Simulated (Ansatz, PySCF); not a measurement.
Complex: CH4 (SMILES C) (first 5 atoms) with H2S (SMILES S); geometry from B3LYP-D3(BJ)/def2-TZVP, rigid monomers moved along the line of their centres of mass till C1···H8 is 3.45 Å.
(charge 0, multiplicity 1):
```tsv
atom	x (Å)	y (Å)	z (Å)
C	-0.0080	-0.0567	0.1689
H	-0.8535	0.2177	0.7981
H	-0.2160	0.2255	-0.8621
H	0.8882	0.4591	0.5116
H	0.1503	-1.1334	0.2223
S	0.4858	-0.0887	4.5535
H	0.4230	1.0195	3.7989
H	0.5048	-0.8869	3.4748
```

Quantity: the interaction energy.

Interaction energies are E(AB) − E(A) − E(B) at the monomers' geometry in the complex; basis-set methods are counterpoise corrected.

Correlated levels freeze the cores. CBS: X⁻³ extrapolation of the correlation energy, Hartree–Fock from the larger set.

The values were computed with Ansatz (Gaussian orbitals); PySCF for the dispersion terms. Values without a source in brackets are computed.

Costs are ratios of core time to PBE/def2-TZVPPD (roughly 4 s), for whole runs (searches for the state included, and forces where a run took them) on one shared machine, so rough; each difference counts from -0.59 kcal/mol (CCSD(T)/CBS(aug-cc-pV(D+d)Z, aug-cc-pV(T+d)Z), a level with limits of its own).

A star marks coupled-cluster runs past 200 virtual orbitals, where the program's memory plan changes under this machine's limit, so their costs aren't comparable with smaller runs.

```json
[
 {"level": "PBE/def2-TZVPPD", "basis functions": "190", "cost": "×1", "difference (kcal/mol)": "0.27"},
 {"level": "PBE-D3(BJ)/def2-TZVPPD", "basis functions": "190", "cost": "×1", "difference (kcal/mol)": "-0.20"},
 {"level": "B3LYP/def2-TZVPPD", "basis functions": "190", "cost": "×1", "difference (kcal/mol)": "0.69"},
 {"level": "B3LYP-D3(BJ)/def2-TZVPPD", "basis functions": "190", "cost": "×1", "difference (kcal/mol)": "0.00"},
 {"level": "PBE0/def2-TZVPPD", "basis functions": "190", "cost": "×2", "difference (kcal/mol)": "0.33"},
 {"level": "PBE0-D3(BJ)/def2-TZVPPD", "basis functions": "190", "cost": "×2", "difference (kcal/mol)": "-0.14"},
 {"level": "r2SCAN/def2-TZVPPD", "basis functions": "190", "cost": "×2", "difference (kcal/mol)": "0.21"},
 {"level": "r2SCAN-D3(BJ)/def2-TZVPPD", "basis functions": "190", "cost": "×2", "difference (kcal/mol)": "-0.04"},
 {"level": "wB97X-V/def2-TZVPPD", "basis functions": "190", "cost": "×4", "difference (kcal/mol)": "0.02"},
 {"level": "CCSD(T)/aug-cc-pV(D+d)Z", "basis functions": "109", "cost": "×4", "difference (kcal/mol)": "0.10"},
 {"level": "wB97M-V/def2-TZVPPD", "basis functions": "190", "cost": "×4", "difference (kcal/mol)": "0.08"},
 {"level": "CCSD(T)/aug-cc-pV(T+d)Z", "basis functions": "239", "cost": "×300*", "difference (kcal/mol)": "0.03"}
]
```

With a budget of 100 times the cost of PBE/def2-TZVPPD, the closest level: B3LYP-D3(BJ)/def2-TZVPPD, at 0.00 kcal/mol; next is wB97X-V/def2-TZVPPD at 0.02 kcal/mol.

Ansatz is an electronic-structure program.
